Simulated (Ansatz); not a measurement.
**Ligand exchange: SiH4 + Ga(SH)3 → SiH3(SH) + GaH(SH)2**

Species: SiH4 `[SiH4]`, singlet; Ga(SH)3, singlet; SiH3(SH) (sulfanylsilane), singlet; GaH(SH)2, singlet. The partners trade H for SH: Si–H and Ga–SH bonds give way to Si–SH and Ga–H.

Shapes, held fixed at every level: PBE0-D4/def2-TZVP. Flexible molecules stand in one conformer, not always the lowest. Programs: Ansatz 0.2.0. The zero-point and thermal change to 298 K, harmonic and unscaled (PBE0-D4/def2-TZVP), is -1.4 kJ/mol.

```json
{"level": "PBE-D4/def2-TZVPP", "kind": "GGA", "ΔH(298 K) (kJ/mol)": "+30.9", "less CCSD(T)/def2-TZVPP": "-5.8"}
{"level": "B3LYP-D4/def2-TZVPP", "kind": "global hybrid", "ΔH(298 K) (kJ/mol)": "+35.2", "less CCSD(T)/def2-TZVPP": "-1.5"}
{"level": "wB97M-V/def2-TZVPP", "kind": "range-separated hybrid", "ΔH(298 K) (kJ/mol)": "+30.1", "less CCSD(T)/def2-TZVPP": "-6.6"}
{"level": "MP2/def2-SVP", "kind": "perturbation theory", "ΔH(298 K) (kJ/mol)": "+46.0", "less CCSD(T)/def2-TZVPP": "+9.3"}
{"level": "CCSD/def2-SVP", "kind": "coupled cluster or CI", "ΔH(298 K) (kJ/mol)": "+43.6", "less CCSD(T)/def2-TZVPP": "+6.9"}
{"level": "CCSD/def2-TZVPP", "kind": "coupled cluster or CI", "ΔH(298 K) (kJ/mol)": "+35.6", "less CCSD(T)/def2-TZVPP": "-1.1"}
{"level": "CCSD(T)/def2-TZVPP", "kind": "coupled cluster or CI", "ΔH(298 K) (kJ/mol)": "+36.7", "less CCSD(T)/def2-TZVPP": "0.0"}
```

The highest level, CCSD(T)/def2-TZVPP, gives ΔH(298 K) = +36.7 kJ/mol; the levels span +30.1 to +46.0. The column of differences is taken from that level and isn't an error. No measured value is set beside it here. Relativity is left out for Ga unless named. Correlated rows may include outer-core shells of Ga, which these sets cover unevenly.
